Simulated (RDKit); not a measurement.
RDKit input (UFF):

```python
from rdkit import Chem
from rdkit.Chem import AllChem, rdDetermineBonds

mol = Chem.MolFromXYZFile('mol.xyz')
rdDetermineBonds.DetermineBonds(mol, charge=-1)
print('SMILES', Chem.MolToSmiles(Chem.RemoveHs(mol)))
ff = AllChem.UFFGetMoleculeForceField(mol)
e0 = ff.CalcEnergy()
flag = ff.Minimize(maxIts=5000, forceTol=1e-5)
print(f'energy {e0:.4f} -> {ff.CalcEnergy():.4f} kcal/mol, converged: {flag == 0}')
print(Chem.MolToXYZBlock(mol))
```
mol.xyz:
```
4

Si    -0.04756189    -0.95901857     0.27984017
Cl     1.73900744     0.36591280    -0.03557094
Cl    -1.69804253     0.50996005    -0.12608197
H     -0.03053696    -1.46357839    -1.16966282
```

Output:

```
[18:13:27] UFFTYPER: Unrecognized charge state for atom: 0
SMILES Cl[SiH-]Cl
energy 16.7039 -> 0.0000 kcal/mol, converged: True
4

Si    -0.034145   -0.759998    0.059554
Cl     1.726482    0.373076    0.036666
Cl    -1.688316    0.518266   -0.058530
H     -0.041155   -1.678067   -1.089165
```

The dipole moment of an ion depends on the origin.
